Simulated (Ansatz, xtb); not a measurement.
# FGaH4OS: which of two structures lies lower

We compare I, a singlet given by its coordinates, with II, a singlet given by its coordinates. Both are isolated molecules in the gas phase, relaxed with B3LYP-D3(BJ)/6-311G**.

I (Å):

```xyz
8

F    -1.7705   -0.0434   -0.5239
Ga   -0.0691   -0.6926   -0.5054
O     0.0247    0.7915    1.0842
S     1.0822    2.1387    1.1243
H     1.2502    2.2551   -0.2159
H     0.8385    0.0183   -1.5596
H    -0.8973    1.0809    0.9477
H     0.0593   -2.0688    0.2007
```

Close contacts (Å): F1–Ga2 1.82, Ga2–O3 2.18, O3–S4 1.71, Ga2–H6 1.56, Ga2–H8 1.55, O3–H7 0.98, S4–H5 1.36.

II (Å):

```xyz
8

F     0.1242   -0.1464    1.6163
Ga    0.0477   -0.6641   -0.0956
O    -1.4991   -1.5530   -0.4039
S    -1.0757    1.6951   -0.6102
H     1.3614   -0.7713   -0.9086
H    -1.4441   -2.2011   -1.1115
H    -2.2458    1.0228   -0.5602
H    -1.0295    1.8602    0.7295
```

Close contacts (Å): F1–Ga2 1.79, Ga2–O3 1.81, Ga2–S4 2.66, Ga2–H5 1.55, O3–H6 0.96, S4–H7 1.35, S4–H8 1.35.

Task: Which of the two would you expect CCSD(T)/def2-SVP + ΔMP2/def2-TZVPP electronic energies to favour?

Result: Structure II; the calculation gives E(II) − E(I) = −44.2 kcal/mol.

The same difference at several levels:

| level | geometry | E(II) − E(I) (kcal/mol) | departure from the last row (kcal/mol) | job, with rough time for the two |
| --- | --- | --- | --- | --- |
| GFN2-xTB | GFN2-xTB | −37.6 | +6.6 | optimisation, 1.8 s |
| HF/STO-3G | GFN2-xTB | −16.9 | +27.3 | single point, 2.5 s |
| r2SCAN-D4/def2-SVP | GFN2-xTB | −42.8 | +1.4 | single point, 7.5 s |
| B3LYP-D3(BJ)/6-311G** | B3LYP-D3(BJ)/6-311G** | −41.7 | +2.5 | optimisation, 3.5 min |
| HF/def2-SVP | B3LYP-D3(BJ)/6-311G** | −44.0 | +0.2 | part of the CCSD(T) run |
| MP2/def2-SVP | B3LYP-D3(BJ)/6-311G** | −46.6 | −2.4 | part of the CCSD(T) run |
| CCSD(T)/def2-SVP | B3LYP-D3(BJ)/6-311G** | −44.0 | +0.2 | single point |
| CCSD(T)/def2-SVP + ΔMP2/def2-TZVPP | B3LYP-D3(BJ)/6-311G** | −44.2 |  | single point, 44 s |

None of the levels shown reverses the order. The largest departure from CCSD(T)/def2-SVP + ΔMP2/def2-TZVPP is that of HF/STO-3G, 27.3 kcal/mol. The last row adds to CCSD(T) the change of the MP2 difference between the two basis sets, here −0.2 kcal/mol.

With harmonic frequencies from B3LYP-D3(BJ)/6-311G** (ideal gas, rigid rotor, one conformer each, 298.15 K, 1 atm): the zero-point term adds −0.3 kcal/mol; ΔH is −44.0 and ΔG −44.9 kcal/mol.

The correlated steps freeze 16 core orbitals; the filled d shell of Ga is correlated, in a basis made for valence electrons. Run with Ansatz 0.2.0, xtb 6.7.1; the last row on 2 threads of Intel(R) Xeon(R) Processor @ 2.50GHz (Skylake/Cascade Lake) on a shared host.
